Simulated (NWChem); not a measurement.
System: CH₃BeClS; SMILES [Cl][Be][S]C

Here is an NWChem input.

```
start job
memory heap 200 mb stack 900 mb global 1100 mb
geometry units angstroms noautoz
  Be     0.218688    -0.457538    -0.000959
  Cl    -0.268372    -2.209749    -0.002709
  S      0.745966     1.362916     0.002925
  C     -0.881452     2.210133    -0.000207
  H     -1.446466     1.996000    -0.916944
  H     -0.669709     3.287000     0.034906
  H     -1.479986     1.944863     0.881189
end
basis spherical
  * library def2-svp
end
dft
  xc b3lyp
  iterations 150
  mulliken
end
task dft energy
```

Parts of the log:

```
             Northwest Computational Chemistry Package (NWChem) 7.3.0
             --------------------------------------------------------

 C1  symmetry detected

                             Geometry "geometry" -> ""
                             -------------------------

 Output coordinates in angstroms (scale by  1.889725989 to convert to a.u.)

  No.       Tag          Charge          X              Y              Z
 ---- ---------------- ---------- -------------- -------------- --------------
    1 Be                   4.0000     0.27141796    -0.50139529    -0.00089024
    2 Cl                  17.0000    -0.08108914    -2.28555102     0.00008866
    3 S                   16.0000     0.65884568     1.35386445     0.00011043
    4 C                    6.0000    -1.02824843     2.07496723    -0.00012078
    5 H                    1.0000    -1.57736202     1.81751453    -0.91537641
    6 H                    1.0000    -0.89887048     3.16484826     0.03351343
    7 H                    1.0000    -1.60296427     1.76595118     0.88287458

 Effective nuclear repulsion energy (a.u.)     148.1904043557

                                 NWChem DFT Module
                                 -----------------

 Summary of "ao basis" -> "ao basis" (spherical)
 ------------------------------------------------------------------------------
       Tag                 Description            Shells   Functions and Types
 ---------------- ------------------------------  ------  ---------------------
 Be                         def2-svp                 5        9   3s2p
 Cl                         def2-svp                 8       18   4s3p1d
 S                          def2-svp                 8       18   4s3p1d
 C                          def2-svp                 6       14   3s2p1d
 H                          def2-svp                 3        5   2s1p

            General Information
            -------------------
          SCF calculation type: DFT
          Wavefunction type:  closed shell.
          No. of atoms     :     7
          No. of electrons :    46
           Alpha electrons :    23
            Beta electrons :    23
          Charge           :     0
          Spin multiplicity:     1
          Use of symmetry is: off; symmetry adaption is: off
          Maximum number of iterations: 150
          AO basis - number of functions:    74
                     number of shells:    36
          Convergence on energy requested:  1.00D-06
          Convergence on density requested:  1.00D-05
          Convergence on gradient requested:  5.00D-04

              XC Information
              --------------
                         B3LYP Method XC Potential
                     Hartree-Fock (Exact) Exchange  0.200
                        Slater Exchange Functional  0.800 local
                    Becke 1988 Exchange Functional  0.720 non-local
              Lee-Yang-Parr Correlation Functional  0.810
                  VWN I RPA Correlation Functional  0.190 local

             Grid Information
             ----------------
          Grid used for XC integration:  medium
          Radial quadrature: Mura-Knowles
          Angular quadrature: Lebedev.
          Tag              B.-S. Rad. Rad. Pts. Rad. Cut. Ang. Pts.
          ---              ---------- --------- --------- ---------
          Be                  1.05       49          11.0       434
          Cl                  1.00       88          13.0       590
          S                   1.00       88          10.0       590
          C                   0.70       49          11.0       434
          H                   0.35       45          12.0       434
          Grid pruning is: on
          Number of quadrature shells:   409
          Spatial weights used:  Erf1

      Superposition of Atomic Density Guess
      -------------------------------------

 Sum of atomic energies:        -910.34721207

      Non-variational initial energy
      ------------------------------

 Total energy =    -911.682828
 1-e energy   =   -1549.691923
 2-e energy   =     489.818690
 HOMO         =      -0.301556
 LUMO         =       0.011514

     ---------------------------------------------
      Total Density - Mulliken Population Analysis
     ---------------------------------------------

    Atom       Charge   Shell Charges
 -----------   ------   -------------------------------------------------------
    1 Be   4     3.31   1.99  0.59  0.04  0.57  0.12
    2 Cl  17    17.43   2.00  1.99  1.23  0.69  5.94  2.19  3.37  0.01
    3 S   16    16.43   2.00  1.99  1.20  0.63  5.94  1.82  2.80  0.04
    4 C    6     6.19   1.99  0.93  0.26  1.91  1.07  0.02
    5 H    1     0.88   0.67  0.19  0.02
    6 H    1     0.88   0.67  0.19  0.02
    7 H    1     0.88   0.67  0.19  0.02

   convergence    iter        energy       DeltaE   RMS-Dens  Diis-err
 ---------------- ----- ----------------- --------- --------- ---------
 d= 0,ls=0.0,diis     1   -912.8275984431 -1.06D+03  1.25D-02  3.73D-01
 d= 0,ls=0.0,diis     2   -912.8488654785 -2.13D-02  7.04D-03  1.91D-01
 d= 0,ls=0.0,diis     3   -912.8748885373 -2.60D-02  1.93D-03  3.17D-02
 d= 0,ls=0.0,diis     4   -912.8796016564 -4.71D-03  3.63D-04  6.23D-04
 d= 0,ls=0.0,diis     5   -912.8796898554 -8.82D-05  9.39D-05  5.39D-05
  Resetting Diis
 d= 0,ls=0.0,diis     6   -912.8796972087 -7.35D-06  2.27D-05  4.65D-06
 d= 0,ls=0.0,diis     7   -912.8796978381 -6.29D-07  1.12D-05  1.32D-07
 d= 0,ls=0.0,diis     8   -912.8796978318  6.26D-09  5.83D-06  1.78D-07

         Total DFT energy =     -912.879697831799
      One electron energy =    -1552.798427161037
           Coulomb energy =      555.153340912092
    Exchange-Corr. energy =      -63.425015938524
 Nuclear repulsion energy =      148.190404355669

 Numeric. integr. density =       45.999999109287

                       DFT Final Molecular Orbital Analysis
                       ------------------------------------

 Vector   21  Occ=2.000000D+00  E=-3.358497D-01
              MO Center= -7.8D-02, -2.0D+00,  2.3D-04, r^2= 1.7D+00
   Bfn.  Coefficient  Atom+Function         Bfn.  Coefficient  Atom+Function
  ----- ------------  ---------------      ----- ------------  ---------------
    20      0.590128  2 Cl px                17      0.449157  2 Cl px
    14      0.261382  2 Cl px                 4     -0.114187  1 Be px
    21     -0.113307  2 Cl py                 7      0.080347  1 Be px
    18     -0.077357  2 Cl py                 5      0.067952  1 Be py
    39      0.059971  3 S  py                50     -0.055555  4 C  py

 Vector   22  Occ=2.000000D+00  E=-3.048485D-01
              MO Center=  4.8D-01,  1.4D+00,  3.1D-03, r^2= 2.3D+00
   Bfn.  Coefficient  Atom+Function         Bfn.  Coefficient  Atom+Function
  ----- ------------  ---------------      ----- ------------  ---------------
    39      0.338195  3 S  py                38      0.307877  3 S  px
    36      0.295961  3 S  py                35      0.254716  3 S  px
     5      0.241783  1 Be py                 2     -0.235437  1 Be s
    31      0.225236  3 S  s                 30      0.191814  3 S  s
    33      0.169235  3 S  py                49     -0.150797  4 C  px

 Vector   23  Occ=2.000000D+00  E=-2.528218D-01
              MO Center=  4.7D-01,  1.1D+00, -2.1D-03, r^2= 2.4D+00
   Bfn.  Coefficient  Atom+Function         Bfn.  Coefficient  Atom+Function
  ----- ------------  ---------------      ----- ------------  ---------------
    40      0.606898  3 S  pz                37      0.421477  3 S  pz
    34      0.241197  3 S  pz                22     -0.158593  2 Cl pz
     6     -0.142591  1 Be pz                60      0.125498  5 H  s
    70     -0.120948  7 H  s                 51     -0.113304  4 C  pz
    19     -0.092389  2 Cl pz                61      0.082413  5 H  s

 Vector   24  Occ=0.000000D+00  E=-3.531874D-02
              MO Center=  1.1D-01,  6.1D-02,  9.4D-04, r^2= 4.5D+00
   Bfn.  Coefficient  Atom+Function         Bfn.  Coefficient  Atom+Function
  ----- ------------  ---------------      ----- ------------  ---------------
    48      0.820122  4 C  s                  4     -0.510628  1 Be px
     7      0.451787  1 Be px                31     -0.386237  3 S  s
    66     -0.361714  6 H  s                 20     -0.295356  2 Cl px
    52      0.244249  4 C  px                38      0.202656  3 S  px
    39     -0.200379  3 S  py                47      0.200323  4 C  s

 Vector   25  Occ=0.000000D+00  E=-8.025369D-03
              MO Center=  1.5D-01, -4.0D-01,  8.1D-03, r^2= 6.2D+00
   Bfn.  Coefficient  Atom+Function         Bfn.  Coefficient  Atom+Function
  ----- ------------  ---------------      ----- ------------  ---------------
     3      1.326117  1 Be s                 31     -0.498013  3 S  s
    13     -0.394922  2 Cl s                 48     -0.350180  4 C  s
    39      0.272316  3 S  py                21     -0.257437  2 Cl py
    30     -0.215527  3 S  s                 52      0.197072  4 C  px
    12     -0.187749  2 Cl s                 71      0.160501  7 H  s

 Vector   26  Occ=0.000000D+00  E=-2.312573D-04
              MO Center=  1.6D-01, -3.1D-01, -1.0D-02, r^2= 4.1D+00
   Bfn.  Coefficient  Atom+Function         Bfn.  Coefficient  Atom+Function
  ----- ------------  ---------------      ----- ------------  ---------------
     6      0.578873  1 Be pz                 9     -0.564473  1 Be pz
    40      0.350875  3 S  pz                22      0.326036  2 Cl pz
    71     -0.269045  7 H  s                 61      0.261175  5 H  s
    54      0.239649  4 C  pz                37      0.173607  3 S  pz
    19      0.164521  2 Cl pz                34      0.096771  3 S  pz

     ---------------------------------------------
      Total Density - Mulliken Population Analysis
     ---------------------------------------------

[...]
```

Level: B3LYP/def2-SVP. Geometry: optimised at PBE0/def2-SVP. B3LYP is NWChem's, with the RPA form of VWN correlation.
